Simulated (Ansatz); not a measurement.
Potential energy curve for CH (cation, charge +1), singlet.

Levels: RKS-PBE = restricted PBE/cc-pVTZ in Ansatz (a program for electronic structure); UKS-PBE = unrestricted PBE/cc-pVTZ in Ansatz; UKS-CAM-B3LYP = unrestricted CAM-B3LYP/cc-pVTZ (Ansatz); FCI = full CI/cc-pVTZ, frozen core (Ansatz).

Energies relative to the lowest point of each curve near equilibrium, in kcal/mol; the last columns give the error against full CI:

```tsv
R / Å	RKS-PBE	UKS-PBE	UKS-CAM-B3LYP	FCI	RKS-PBE − FCI	UKS-PBE − FCI	UKS-CAM-B3LYP − FCI
0.86	45.1	44.1	41.6	41.6	3.5	2.5	0.0
0.91	27.6	26.9	24.8	24.7	2.9	2.2	0.1
0.95	17.6	17.0	15.3	15.2	2.5	1.9	0.1
1.02	6.5	6.2	5.0	4.9	1.6	1.2	0.1
1.06	2.9	2.7	1.9	1.8	1.1	0.9	0.1
1.09	1.2	1.1	0.6	0.6	0.7	0.5	0.1
1.14	0.0	0.0	0.0	0.0	0.0	0.0	0.0
1.18	0.1	0.2	0.6	0.7	-0.5	-0.4	-0.1
1.19	0.3	0.4	0.9	1.0	-0.7	-0.6	-0.1
1.28	3.5	3.8	5.2	5.4	-1.8	-1.6	-0.2
1.33	6.4	6.6	8.6	8.8	-2.4	-2.2	-0.2
1.42	12.6	12.8	15.8	16.0	-3.4	-3.2	-0.2
1.54	22.1	22.1	26.5	26.5	-4.4	-4.4	0.0
1.73	37.7	36.9	43.5	42.8	-5.1	-5.9	0.7
1.88	49.2	47.5	55.9	54.2	-5.1	-6.7	1.6
2.05	60.8	57.9	66.2	65.2	-4.3	-7.3	1.0
2.30	75.0	67.0	74.8	77.3	-2.3	-10.3	-2.5
2.48	83.1	69.7	78.6	83.5	-0.3	-13.7	-4.9
2.85	95.0	73.4	84.3	91.0	4.0	-17.6	-6.7
3.09	99.9	74.7	86.9	93.4	6.5	-18.7	-6.5
3.45	104.5	75.5	89.5	95.2	9.3	-19.7	-5.7
3.97	107.3	75.2	91.5	96.0	11.2	-20.9	-4.5
4.50	107.7	74.1	92.3	96.3	11.4	-22.1	-4.0
```

RKS-PBE is furthest from FCI at 4.50 (11.4 kcal/mol, above); its mean absolute error over the points is 3.7 kcal/mol.

UKS-PBE is furthest from FCI at 4.50 (-22.1 kcal/mol, below); its mean absolute error over the points is 7.1 kcal/mol.

UKS-CAM-B3LYP is furthest from FCI at 2.85 (-6.7 kcal/mol, below); its mean absolute error over the points is 1.7 kcal/mol.

The restricted form behind RKS-PBE keeps the bonding electrons paired and can't separate into open-shell fragments. The unrestricted determinant behind UKS-PBE, UKS-CAM-B3LYP is spin-contaminated at 0.86 to 4.50 Å (<S²> up to 1.0, against 0.00 for a pure singlet).
